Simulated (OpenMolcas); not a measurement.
A calculation on Dy IV.

- Program: OpenMolcas
- Method: SS-CASPT2, IPEA 0.25 Eh, imaginary shift 0.1 Eh (closed shells correlated: 5s 5p)
- Basis: ANO-RCC-VTZP [8s7p5d3f2g1h]
- Scalar Hamiltonian: DKH2, point nucleus
- Active space: 9 electrons in 7 orbitals (4f)
- State averaging: 2S+1 = 6 odd, 21 roots (18 in the spin-orbit step); 2S+1 = 4 odd, 224 roots (80 in the spin-orbit step); 2S+1 = 2 odd, 17 roots kept (CI in the orbitals of an earlier block, 0 in the spin-orbit step)
- Spin-orbit coupling: RASSI with atomic mean-field integrals over the reference wave functions, term energies averaged over their components

Which level of the active space comes out lowest?

4f⁹ ⁶H°_15/2, with 95 % of that term.

How high does 4f⁹ ⁶H°_11/2 lie?

6320 cm⁻¹ above the lowest level.

How high does 4f⁹ ⁶F°_11/2 lie?

9020 cm⁻¹ above the lowest level.

How high does 4f⁹ ⁴F°_9/2 [72 %] lie?

22970 cm⁻¹ above the lowest level.

The level at 9940 cm⁻¹ has J = 9/2. What is it made of, and what is its g factor?

90 % 4f⁹ ⁶F°_9/2, 9 % 4f⁹ ⁴F°; g = 1.422, against 1.435 from Landé's formula for the pure leading term.

CASPT2 does not keep the components of a term degenerate, so their means are used; among the terms shown or strongly mixed into the levels shown the widest spread is 110 cm-1 (4f⁹ ⁶H°). High states are left out of the spin-orbit mixing, which shifts the levels that they would mix with. Only configurations of the active space appear.

A share in square brackets marks a mixed level and gives the weight of the term that names it. ° marks odd parity.
